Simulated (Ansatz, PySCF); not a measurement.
This PySCF input computes a BLYP/def2-TZVPD energy:

```python
from pyscf import gto, scf, dft

mol = gto.M(
    atom='''
    Al    0.00000000    0.00000000    0.00000000
    Br    0.00000000    0.00000000    2.15640074
    Br   -0.00000000   -0.00000000   -2.15640074
    ''',
    basis='def2-tzvpd',
    charge=1,
    spin=0,
    verbose=4,
)

mf = dft.RKS(mol, xc='blyp').density_fit(auxbasis='def2-universal-jkfit')
mf.grids.level = 3
mf.conv_tol = 1e-9
mf.max_cycle = 100
mf.max_memory = 1500
mf.kernel()
if not mf.converged:
    mf = mf.newton()
    mf.kernel(mf.make_rdm1())
mf.analyze()
```

**Question.** Write an input for the same energy in Ansatz (a program for electronic structure) and say what it gives.

**Answer.** 
Ansatz 0.2 input:
```yaml
crystal:
  periodic: [false, false, false]
  atoms:
    - {symbol: Al, position_ang: [0.00000000, 0.00000000, 0.00000000]}
    - {symbol: Br, position_ang: [0.00000000, 0.00000000, 2.15640074]}
    - {symbol: Br, position_ang: [-0.00000000, -0.00000000, -2.15640074]}
basis:
  gaussian:
    orbitals: def2-TZVPD
hamiltonian:
  xc: {name: BLYP}
total_charge: 1
output: {forces: true}
```
It gives -5390.62968 Eh, and PySCF -5390.62972 Eh, a difference of 0.04 mEh, from the treatment of integrals and grids.

It need not be the lowest isomer of its formula.
